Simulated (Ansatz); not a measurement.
One change: `C=NCN[SiH3]` becomes `OCCN[SiH3]`.

Ansatz, PBE0-D4/def2-TZVP geometries, multiplicity 1. Each molecule was computed in one conformer, which needn't be the lowest.

```tsv
property	`C=NCN[SiH3]`
HOMO–LUMO gap (PBE/def2-TZVPP) / eV	4.15
LUMO energy (PBE0/def2-TZVPP) / eV	-0.50
size of the dipole moment (PBE/def2-TZVPP) / D	0.94
size of the dipole moment (B3LYP/def2-TZVPP) / D	1.04
HOMO energy (ωB97M-V/def2-TZVPP) / eV	-9.45
LUMO energy (B3LYP/def2-TZVPP) / eV	-0.77
```

(1) Give the same properties after the change, and the shifts. (Best estimate.)

Results:

(1) Computed: 
| property | `OCCN[SiH3]` | shift |
| --- | --- | --- |
| HOMO–LUMO gap (PBE/def2-TZVPP) / eV | 5.06 | 0.91 |
| LUMO energy (PBE0/def2-TZVPP) / eV | 0.47 | 0.97 |
| size of the dipole moment (PBE/def2-TZVPP) / D | 1.83 | 0.89 |
| size of the dipole moment (B3LYP/def2-TZVPP) / D | 1.86 | 0.82 |
| HOMO energy (ωB97M-V/def2-TZVPP) / eV | -9.12 | 0.33 |
| LUMO energy (B3LYP/def2-TZVPP) / eV | 0.19 | 0.96 |

With PBE0 the HOMO rises by 0.35 eV and the LUMO rises by 0.97 eV, so the gap widens by about 0.62 eV. PBE moves the HOMO by 0.36 eV and ωB97M-V by 0.33 eV. Dipoles are sizes alone; their direction can turn.

B3LYP here is the variant with VWN-RPA as its local correlation; programs differ in this.
